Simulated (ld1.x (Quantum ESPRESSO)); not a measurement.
# Before and after: TM potential for P (Z = 15)

```json
{
  "Element": "phosphorus (P)",
  "Generator": "ld1.x (Quantum ESPRESSO) 7.5",
  "Type": "norm-conserving Troullier–Martins (Kleinman–Bylander form)",
  "Functional": "PBEsol",
  "Relativity": "scalar-relativistic",
  "Frozen core": "[Ne]",
  "Valence charge": "5",
  "Reference configuration": "3s2 3p1 (charge +2)",
  "Partial waves": "3p (bound): rc 1.70 bohr; 3d channel at -0.15 Ry: rc 1.55 bohr; 3s (bound): rc 1.65 bohr",
  "Local potential": "the s channel",
  "Core correction": "a·sin(br)/r model core inside 1.25 bohr"
}
```

All-electron outer shells of the reference configuration (PBEsol, scalar-relativistic, ld1.x):

```
shell  level (eV)  outermost node (bohr)  outermost maximum (bohr)
   3s      -33.90                   0.65                      1.52
   3p      -24.24                   0.63                      1.68
```

Change: type PAW; waves now 3s (bound): rcut 1.45, rcutus 1.65 bohr; 3s channel at 0.25 Ry: rcut 1.45, rcutus 1.65 bohr; 3p (bound): rcut 1.50, rcutus 1.70 bohr; 3p channel at -0.65 Ry: rcut 1.50, rcutus 1.70 bohr; 3d channel at -0.15 Ry: rcut 1.35, rcutus 1.55 bohr; local potential all-electron potential smoothed inside 1.65 bohr (lloc = -1); augmentation PSQ, radius 0.95 bohr.

Cutoffs: the cutoffs (Ry, on a coarse ladder) from which the occupation-weighted sum of valence levels, in a spherical-Bessel basis at the reference potential, stays within 10 and 1 mRy of its value at 400 Ry; they do not see the model core or the augmentation charge, which bear on the density cutoff. Errors are all-electron minus pseudo energies relative to the spin-unpolarised reference configuration.

Task: How do hardness, ghosts and transferability respond?

Result: The potential gets softer (30 Ry and 50 Ry → 12 Ry and 25 Ry); the number of tests with a reliable result goes from 7 to 2 (the test run of the changed file stopped, so its transferability is not established); the range in which the s phases agree widens (upper end 2.9 → at the end of the scan); the range in which the p phases agree widens (upper end 3.6 → at the end of the scan); neither file shows a bound ghost. Several settings change at once here, so the effects cannot be laid on one of them.

| quantity | base | changed |
| --- | --- | --- |
| cutoff, loose | 30 Ry | 12 Ry |
| cutoff, tight | 50 Ry | 25 Ry |
| loose cutoff by channel (10 mRy a level) | p 8 Ry, s 18 Ry | s 8 Ry, p 10 Ry |
| bound ghosts | none | none |
| tests with a reliable result | 7 of 7 | 2 of 7 (the test run stopped) |
| error for 3s2 3p3, meV [ΔE -28.81 eV] | +24 | -5.2 |
| error for 3s2 3p2, meV [ΔE -19.11 eV] | +9.1 | -2.3 |
| s: phases at 1.84 bohr within 0.05 rad from the reference energy up to (Ry; the scan ends near 5) | 2.9 | to the end of the scan |
| p: phases at 1.84 bohr within 0.05 rad from the reference energy up to (Ry; the scan ends near 5) | 3.6 | to the end of the scan |
| d: phases at 1.84 bohr within 0.05 rad from the reference energy up to (Ry; the scan ends near 5) | to the end of the scan | 5.0 |
